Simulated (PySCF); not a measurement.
(E)-2-chlorobut-2-ene (C4H7Cl), SMILES C/C=C(\C)Cl.

Geometry: B3LYP-D3(BJ)/def2-SVP.

Two levels are set side by side: TDDFT-PBE/def2-SVPD (PySCF) and TDDFT-B3LYP/def2-SVPD (PySCF). Vertical, same geometry. The lowest singlet is HOMO→LUMO+1 94 % with PBE and HOMO→LUMO+1 62 %, HOMO→LUMO+2 35 % with the other functional; states are paired by order. Differences are taken from unrounded values.

```tsv
quantity	TDDFT-B3LYP
lowest singlet excitation (eV)	5.94
lowest triplet excitation (TDA) (eV)	4.12
first bright state (f over 0.05) (eV)	6.48
its oscillator strength	0.35
```

What does TDDFT-PBE give, and how far is it from TDDFT-B3LYP? (An estimate is asked for; the answer gives what the named calculation found.)


```json
[
 {"quantity": "lowest singlet excitation (eV)", "TDDFT-PBE": "5.67", "TDDFT-PBE minus TDDFT-B3LYP": "-0.27"},
 {"quantity": "lowest triplet excitation (TDA) (eV)", "TDDFT-PBE": "4.11", "TDDFT-PBE minus TDDFT-B3LYP": "0.00"},
 {"quantity": "first bright state (f over 0.05) (eV)", "TDDFT-PBE": "6.17", "TDDFT-PBE minus TDDFT-B3LYP": "-0.31"},
 {"quantity": "its oscillator strength", "TDDFT-PBE": "0.28", "TDDFT-PBE minus TDDFT-B3LYP": "-0.07"}
]
```

A lower first singlet is the usual sign of a functional without exact exchange. Differences between two approximate levels are no errors against the true value.

Rough cost on one machine, each run with all the roots and properties that it gave: TDDFT-B3LYP against TDDFT-PBE about 3 times.
